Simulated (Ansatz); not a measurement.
Ansatz (a first-principles code) input:
A basis named .json is the Basis Set Exchange file of that set.

Ansatz 0.2 input:
```yaml
crystal:
  periodic: [false, false, false]
  atoms:
    - {symbol: Si, position_ang: [0.04168357, 0.00804222, 0.00717305]}
    - {symbol: Cl, position_ang: [0.08471672, -1.34299900, -1.46377368]}
    - {symbol: Cl, position_ang: [-0.59871022, -0.68367697, 1.76849894]}
    - {symbol: Cl, position_ang: [-0.68474518, 1.79539722, -0.51100833]}
    - {symbol: N, position_ang: [1.87100914, 0.36098332, 0.32196969]}
    - {symbol: H, position_ang: [2.37244023, -0.48721119, 0.60100705]}
    - {symbol: H, position_ang: [2.33026262, 0.72812545, -0.51649427]}
    - {symbol: H, position_ang: [1.99522069, 1.05135023, 1.06808894]}
basis:
  gaussian:
    orbitals: cc-pwCVTZ.json
total_charge: 1
magnetization: {spin_polarized: false}
correlation: {method: ccsd_t, frozen_orbitals: {Cl: 1, H: 0, N: 0, Si: 1}}
```

Q: Which total energy does the run end on?

A: -1725.81725 Eh (CCSD(T,core; 1s of Na to Cl frozen)/cc-pwCVTZ).

It need not be the lowest isomer of its formula.
